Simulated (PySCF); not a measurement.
## Kr²⁺: excitation energy

Kr²⁺ [Ar] 3d10 4s2 4p4 (3P) → Kr²⁺ [Ar] 3d10 4s2 4p3 5s1 (5S), as a difference of total energies. All numbers are calculated (PySCF 2.14, scalar relativity by spin-free X2C-1e, in aug-cc-pVTZ-DK (7s6p4d2f, 59 functions)). Correlated levels: valence: [Ar] 3d10 frozen. The calculations carry no spin-orbit coupling.

```json
{"method": "UHF", "excitation energy (cm⁻¹)": "139020"}
{"method": "LDA", "excitation energy (cm⁻¹)": "143030"}
{"method": "PBE", "excitation energy (cm⁻¹)": "141710"}
{"method": "PBE0", "excitation energy (cm⁻¹)": "143230"}
{"method": "r2SCAN", "excitation energy (cm⁻¹)": "146700"}
{"method": "M06-2X", "excitation energy (cm⁻¹)": "143730"}
{"method": "B97-3", "excitation energy (cm⁻¹)": "145820"}
{"method": "B3LYP", "excitation energy (cm⁻¹)": "144210"}
{"method": "HSE06", "excitation energy (cm⁻¹)": "143410"}
{"method": "MP2 (valence)", "excitation energy (cm⁻¹)": "140860"}
{"method": "SCS-MP2 (valence)", "excitation energy (cm⁻¹)": "142770"}
```

A first-order spin-orbit estimate (lowest level to lowest level, LS coupling) adds 0.233 eV.

The promoted electron is Rydberg-like, and one or two diffuse shells describe it only roughly, which tends to raise the upper state.
